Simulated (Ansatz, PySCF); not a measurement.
H₆S, SMILES [H][S@OH30]([H])([H])([H])([H])[H]. Atoms are numbered in the order given.

```xyz
7

S      0.0000     0.0000     0.0000
H      0.0000     1.4063     0.0000
H      0.0000    -1.4063     0.0000
H     -1.4063     0.0000     0.0000
H      1.4063     0.0000     0.0000
H      0.0000     0.0000     1.4063
H      0.0000     0.0000    -1.4063
```

Coordinates come from a ωB97X-D3(BJ)/def2-TZVP optimisation.

Two levels are set side by side: PBE-D3(BJ)/def2-TZVP (Ansatz, a first-principles code) and ωB97X-D3(BJ)/def2-TZVP (PySCF). Each level has its own optimised geometry; the coordinates shown are those of the second. Frequencies come from the Hessian of PySCF at each geometry. Differences are taken from unrounded values.

| quantity | ωB97X-D3(BJ) | PBE-D3(BJ) | PBE-D3(BJ) minus ωB97X-D3(BJ) |
|---|---|---|---|
| mean bond length (Å) | 1.406 | 1.429 | 0.023 |
| bond S1–H2 (Å) | 1.406 | 1.429 | 0.023 |
| bond S1–H3 (Å) | 1.406 | 1.429 | 0.023 |
| bond S1–H4 (Å) | 1.406 | 1.429 | 0.023 |
| bond S1–H5 (Å) | 1.406 | 1.429 | 0.023 |
| bond S1–H6 (Å) | 1.406 | 1.429 | 0.023 |
| bond S1–H7 (Å) | 1.406 | 1.429 | 0.023 |
| highest harmonic wavenumber (cm⁻¹) | 2357 | 2175 | -182 |
| mean harmonic wavenumber (cm⁻¹) | 1705 | 1588 | -117 |
| zero-point energy (kcal/mol) | 36.55 | 34.04 | -2.51 |

Exact exchange shortens and stiffens bonds; PBE has none. Differences between two approximate levels are no errors against the true value.
